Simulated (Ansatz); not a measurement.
# GeH3 (SMILES [GeH3]): the energy, rung by rung

The species is GeH3 (4 atoms), meant as a doublet with charge 0. As SMILES, `[GeH3]`. Geometry: optimised at B3LYP/def2-SVP.

Quantity: the adiabatic electron affinity (to the singlet anion, shapes relaxed at B3LYP/def2-SVP, no zero-point term), in eV. The values are calculated.

The electron affinity is E(neutral) − E(anion): positive where the electron is bound.

```json
{"level": "UHF/def2-TZVPP", "kind": "Hartree–Fock", "program": "Ansatz", "value (eV)": "0.26"}
{"level": "USVWN5/def2-TZVPP", "kind": "LDA", "program": "Ansatz", "value (eV)": "1.58"}
{"level": "U-r2SCAN/def2-TZVPP", "kind": "meta-GGA", "program": "Ansatz", "value (eV)": "1.32"}
{"level": "UB3LYP/def2-TZVPP", "kind": "global hybrid", "program": "Ansatz", "value (eV)": "1.45"}
{"level": "UCAM-B3LYP/def2-TZVPP", "kind": "range-separated hybrid", "program": "Ansatz", "value (eV)": "1.39"}
{"level": "UB2PLYP/def2-TZVPP", "kind": "double hybrid", "program": "Ansatz", "value (eV)": "1.29"}
{"level": "RPA@PBE/def2-TZVPP", "kind": "RPA", "program": "Ansatz", "value (eV)": "1.53"}
{"level": "UMP2/def2-TZVPP", "kind": "perturbation theory", "program": "Ansatz", "value (eV)": "1.14"}
```

All-electron rows without a relativistic Hamiltonian named are non-relativistic. The values span 0.26 to 1.58 eV. In the correlated wave-function rows the outer d shell of Ge is correlated, in sets not made for it.
